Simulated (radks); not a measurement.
Task: Excited configurations of the nickel ion Ni3+: one electron is placed in a higher orbital outside [Ar] 3d6. The ground configuration is [Ar] 3d7. Calculated with a radial shooting solver on a logarithmic mesh with Libxc functionals: non-relativistic Kohn-Sham, BLYP, spin-polarised, spherical densities, point nucleus; open shells are filled with parallel spins first. Excitation = E - E(ground); binding = E(ion) - E, where the ion is the core of charge +4; n* = 4/sqrt(2 binding) in atomic units, and the quantum defect is n - n*.

outer orbital  excitation (eV)  binding (eV)     n*  quantum defect  eigenvalue (eV)  <r> (bohr)
4p                      21.818        33.592  2.546           1.454          -29.137       2.314
5f                      46.011         9.400  4.812           0.188           -8.123       7.291
6p                      44.615        10.796  4.491           1.509           -9.649       7.521
6d                      46.797         8.613  5.027           0.973           -7.633       9.021

Estimate the row for 4d.

Result: excitation (eV) 33.534; binding (eV) 21.877; n* 3.154; quantum defect 0.846; eigenvalue (eV) -18.669; <r> (bohr) 3.066. The Delta-SCF ionisation energy is 55.411 eV (NIST Atomic Spectra Database: 54.9 eV, semi-empirical). Self-interaction in the functional shifts the binding energies and quantum defects, so they are the method's values and not measured ones. Open shells are spherical and high-spin; term and fine-structure splittings are not resolved.
